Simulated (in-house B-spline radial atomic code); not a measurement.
**RPA and G0W0 on SCAN: the neon ion Ne⁶⁺**

Configuration [He] 2s2, mean-field start SCAN. Computed with a B-spline radial code for spherical atoms: all electrons, scalar-relativistic (spin-free one-electron X2C), finite nucleus, each spin shell either full or empty, empty states to l = 9 with an (l + 1/2)⁻⁴ tail; G0W0 by contour deformation at full frequency.

Command:
```bash
python run_gw.py task.json out
```
Settings (radii: box in bohr, nucleus in fm):
```
Z                        10
electrons                4
configuration            [He] 2s2
hamiltonian              x2c
method                   scan,scan
lmax                     9
rms_radius               3.0055
spin_polarised           False
box_radius               9.29
intervals                68
ion_configuration        [He] 2s1
```

Cost of the run: 1.3 s on 1 thread of Arm Neoverse V2 (shared host).

Energies (hartree):

| term | value |
| --- | --- |
| mean-field total | -110.32636 |
| Hartree-Fock functional on these orbitals | -110.24792 |
| direct second order | -0.41442 |
| second-order exchange | 0.20385 |
| SOSEX correction | 0.14756 |

Q: What is the RPA correlation energy, and what remains with SOSEX?

A: RPA gives -0.30058 hartree (-2.04 eV per electron); RPA + SOSEX gives -0.15302, and the second-order doubles -0.21057 hartree (no singles). SOSEX takes back 49 % of the RPA value.

Quasi-particle levels (eV):

| level | occupied | mean field | Σx - vxc | Σc | QP weight | G0W0 |
| --- | --- | --- | --- | --- | --- | --- |
| 2s | yes | -193.21 | -10.90 | ? | ? | ? |
| 1s | yes | -1048.43 | -55.87 | 6.09 | 0.949 | -1098.22 |
| 2p | no | -172.81 | 15.83 | -1.54 | 0.974 | -158.52 |

G0W0 = mean field + (Σx - vxc) + Σc, with Σc (partial-wave tail included) taken at the quasi-particle energy.

Q: Where does G0W0 put 2s?

A: At -207.37 eV, with Σc = -3.26 eV and a quasi-particle weight of 0.952. The tabulated removal energy is 207.271 ± 0.012 eV (NIST, measured).

Q: What does it cost to remove one electron (to [He] 2s1) by differences of total energies, each species on its own start (correlation terms add to the Hartree-Fock functional)?

A: SCAN 204.66 eV, Hartree-Fock functional 203.80 eV, + RPA 207.54 eV, + RPA + SOSEX 206.59 eV, + second order 208.10 eV. Tabulated: 207.271 ± 0.012 eV (NIST, measured).
